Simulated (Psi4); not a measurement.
HO, doublet, at a GFN2-xTB geometry; PBE0-DH/cc-pVDZ (Psi4 1.11).

Input for Psi4:
```
memory 2 GB

molecule {
0 2
O    -0.00000000   -0.00000000   -0.10703611
H     0.00000000    0.00000000    0.85628892
}

set {
  basis cc-pvdz
  reference uks
}

energy('pbe0-dh')
print_variables()
```

It wrote (shortened):

```
   => Loading Basis Set <=

    Name: CC-PVDZ
    Role: ORBITAL
    Keyword: BASIS

         ---------------------------------------------------------
                                   SCF
               by Justin Turney, Rob Parrish, Andy Simmonett
                          and Daniel G. A. Smith
                              UKS Reference
         ---------------------------------------------------------

  ==> Geometry <==

    Molecular point group: c2v
    Full point group: C_inf_v

    Geometry (in Angstrom), charge = 0, multiplicity = 2:

       Center              X                  Y                   Z               Mass
    ------------   -----------------  -----------------  -----------------  -----------------
         O            0.000000000000     0.000000000000    -0.057100390836    15.994914619570
         H            0.000000000000     0.000000000000     0.906224639164     1.007825032230

  Running in c2v symmetry.

  Rotational constants: A = ************  B =     19.16031  C =     19.16031 [cm^-1]
  Rotational constants: A = ************  B = 574411.79296  C = 574411.79296 [MHz]
  Nuclear repulsion =    4.394589109098515

  Charge       = 0
  Multiplicity = 2
  Electrons    = 9
  Nalpha       = 5
  Nbeta        = 4

  ==> Algorithm <==

  SCF Algorithm Type is DF.
  DIIS enabled.
  MOM disabled.
  Fractional occupation disabled.
  Guess Type is SAD.
  Energy threshold   = 1.00e-06
  Density threshold  = 1.00e-06
  Integral threshold = 1.00e-12

  ==> Primary Basis <==

  Basis Set: CC-PVDZ
    Blend: CC-PVDZ
    Number of shells: 9
    Number of basis functions: 19
    Number of Cartesian functions: 20
    Spherical Harmonics?: true
    Max angular momentum: 2

  ==> DFT Potential <==

   => LibXC <=

    Version 7.1.2
    S. Lehtola, C. Steigemann, M. J. T. Oliveira, and M. A. L. Marques,  SoftwareX 7, 1–5 (2018) (10.1016/j.softx.2017.11.002)

   => Composite Functional: PBE0-DH <=

    PBE0-DH Double Hybrid Exchange-Correlation Functional

    E. Bremond, C. Adamo, J. Chem. Phys., 135, 024106, 2011

    Deriv               =              1
    GGA                 =           TRUE
    Meta                =          FALSE

    Exchange Hybrid     =           TRUE
    MP2 Hybrid          =           TRUE

   => Exchange Functionals <=

    0.5000     XC_GGA_X_PBE

   => Exact (HF) Exchange <=

    0.5000               HF

   => Correlation Functionals <=

    0.8750     XC_GGA_C_PBE

   => MP2 Correlation <=

    0.1250       MP2

   => LibXC Density Thresholds  <==

    XC_GGA_C_PBE:  1.00E-12
    XC_GGA_X_PBE:  1.00E-15

   => Molecular Quadrature <=

    Radial Scheme          =       TREUTLER
    Pruning Scheme         =           NONE
    Nuclear Scheme         =       TREUTLER

    Blocking Scheme        =         OCTREE
    BS radius alpha        =              1
    Pruning alpha          =              1
    Radial Points          =             75
    Spherical Points       =            302
    Total Points           =          44034
    Total Blocks           =            394
    Max Points             =            256
    Max Functions          =             19
    Weights Tolerance      =       1.00E-15

   => Loading Basis Set <=

    Name: (CC-PVDZ AUX)
    Role: JKFIT
    Keyword: DF_BASIS_SCF

  ==> Integral Setup <==

  SCF_SUBTYPE=INCORE selected. In-core MEM_DF algorithm will be used.
  Using in-core AOs.

  ==> MemDFJK: Density-Fitted J/K Matrices <==

    J tasked:                   Yes
    K tasked:                   Yes
    wK tasked:                   No
    Algorithm:                 Core
    Schwarz Cutoff:           1E-12
    Mask sparsity (%):       0.0000
    Fitting Condition:        1E-10

   => Auxiliary Basis Set <=

  Basis Set: (CC-PVDZ AUX)
    Blend: CC-PVDZ-JKFIT
    Number of shells: 33
    Number of basis functions: 93
    Number of Cartesian functions: 106
    Spherical Harmonics?: true
    Max angular momentum: 3

  Minimum eigenvalue in the overlap matrix is 5.0132518792E-02.
  Reciprocal condition number of the overlap matrix is 1.7067073615E-02.
    Using symmetric orthogonalization.

  ==> Pre-Iterations <==

  SCF Guess: Superposition of Atomic Densities via on-the-fly atomic UHF (no occupation information).

   -------------------------
    Irrep   Nso     Nmo
   -------------------------
     A1        10      10
     A2         1       1
     B1         4       4
     B2         4       4
   -------------------------
    Total      19      19
   -------------------------

  ==> Iterations <==

                           Total Energy        Delta E     RMS |[F,P]|

   @DF-UKS iter SAD:   -75.10374406735207   -7.51037e+01   0.00000e+00
   @DF-UKS iter   1:   -75.59955901724227   -4.95815e-01   2.13212e-02 ADIIS/DIIS
   @DF-UKS iter   2:   -75.61360575020259   -1.40467e-02   1.53461e-02 ADIIS/DIIS
   @DF-UKS iter   3:   -75.62515634695347   -1.15506e-02   1.55049e-03 ADIIS/DIIS
   @DF-UKS iter   4:   -75.62532155856222   -1.65212e-04   2.84374e-04 ADIIS/DIIS
   @DF-UKS iter   5:   -75.62533058947534   -9.03091e-06   9.70281e-05 DIIS
   @DF-UKS iter   6:   -75.62533241996408   -1.83049e-06   2.28163e-05 DIIS
   @DF-UKS iter   7:   -75.62533255144135   -1.31477e-07   3.90860e-06 DIIS
   @DF-UKS iter   8:   -75.62533255501687   -3.57552e-09   5.95419e-07 DIIS
  Energy and wave function converged.

  ==> Post-Iterations <==

   Electrons on quadrature grid:
      Nalpha   =    4.9999999716 ; deviation = -2.836e-08
      Nbeta    =    3.9999999764 ; deviation = -2.365e-08
      Ntotal   =    8.9999999480 ; deviation = -5.201e-08

   @Spin Contamination Metric:   2.435467778E-03
   @S^2 Expected:                7.500000000E-01
   @S^2 Observed:                7.524354678E-01
   @S   Expected:                5.000000000E-01
   @S   Observed:                5.000000000E-01

    Orbital Energies [Eh]
    ---------------------

    Alpha Occupied:

[...]
    Alpha Virtual:

[...]
    Beta Occupied:

[...]
       1B2    -0.382175

    Beta Virtual:

[...]
    Final Occupation by Irrep:
             A1    A2    B1    B2
    DOCC [     3,    0,    0,    1 ]
    SOCC [     0,    0,    1,    0 ]
    NA   [     3,    0,    1,    1 ]
    NB   [     3,    0,    0,    1 ]

  @DF-UKS Final Energy:   -75.62533255501687

   => Energetics <=

    Nuclear Repulsion Energy =              4.3945891090985150
    One-Electron Energy =                -112.8250681838997593
    Two-Electron Energy =                  37.3316607824945592
    DFT Exchange-Correlation Energy =      -4.5265142627101875
    Empirical Dispersion Energy =           0.0000000000000000
    VV10 Nonlocal Energy =                  0.0000000000000000
    Total Energy =                        -75.6253325550168682

  UHF NO Occupations:
  HONO-2 :    2 A1 1.9997660
  HONO-1 :    3 A1 1.9990931
  HONO-0 :    1 B1 1.0000000
  LUNO+0 :    4 A1 0.0009069
  LUNO+1 :    5 A1 0.0002340
  LUNO+2 :    2 B2 0.0000772
  LUNO+3 :    6 A1 0.0000001

Computation Completed

Properties will be evaluated at   0.000000,   0.000000,   0.000000 [a0]

Properties computed using the SCF density matrix

 Multipole Moments:

 ------------------------------------------------------------------------------------
     Multipole            Electronic (a.u.)      Nuclear  (a.u.)        Total (a.u.)
 ------------------------------------------------------------------------------------

 L = 1.  Multiply by 2.5417464519 to convert [e a0] to [Debye]
 Dipole X            :          0.0000000            0.0000000            0.0000000
 Dipole Y            :          0.0000000            0.0000000            0.0000000
 Dipole Z            :         -0.1664036            0.8492836            0.6828800
 Magnitude           :                                                    0.6828800

 ------------------------------------------------------------------------------------

   => Loading Basis Set <=

    Name: (CC-PVDZ AUX)
    Role: RIFIT
    Keyword: DF_BASIS_MP2

	 --------------------------------------------------------
	                          DF-MP2
	      2nd-Order Density-Fitted Moller-Plesset Theory

	        Rob Parrish, Justin Turney, Andy Simmonett,
	           Ed Hohenstein, and C. David Sherrill
	 --------------------------------------------------------

	 --------------------------------------------------------
	                 NBF =    19, NAUX =    70
	 --------------------------------------------------------
	   CLASS    FOCC     OCC    AOCC    AVIR     VIR    FVIR
	   ALPHA       0       5       5      14      14       0
	    BETA       0       4       4      15      15       0
	 --------------------------------------------------------

	-----------------------------------------------------------
	 ==================> DF-MP2 Energies <====================
	-----------------------------------------------------------
	 Reference Energy          =     -75.6253325550168682 [Eh]
	 Singles Energy            =      -0.0000000000000000 [Eh]
	 Same-Spin Energy          =      -0.0435453747232030 [Eh]
	 Opposite-Spin Energy      =      -0.1358369459771007 [Eh]
	 Correlation Energy        =      -0.1793823207003037 [Eh]
	 Total Energy              =     -75.8047148757171669 [Eh]
	-----------------------------------------------------------
	 ================> DF-SCS-MP2 Energies <==================
	-----------------------------------------------------------
	 SCS Same-Spin Scale       =       0.3333333333333333 [-]
	 SCS Opposite-Spin Scale   =       1.2000000000000000 [-]
	 SCS Same-Spin Energy      =      -0.0145151249077343 [Eh]
	 SCS Opposite-Spin Energy  =      -0.1630043351725209 [Eh]
	 SCS Correlation Energy    =      -0.1775194600802552 [Eh]
	 SCS Total Energy          =     -75.8028520150971303 [Eh]
	-----------------------------------------------------------

    PBE0-DH Energy Summary
    ----------------------
    DFT Reference Energy                  =   -75.6253325550168682
    Scaled MP2 Correlation                =    -0.0224227900875380
    @Final double-hybrid DFT total energy =   -75.6477553451044002

  Variable Map:
  ----------------------------------------------------------------------------
[...]
  Array Variable Map:
  ----------------------------------------------------------------------------
[...]
[...]
```
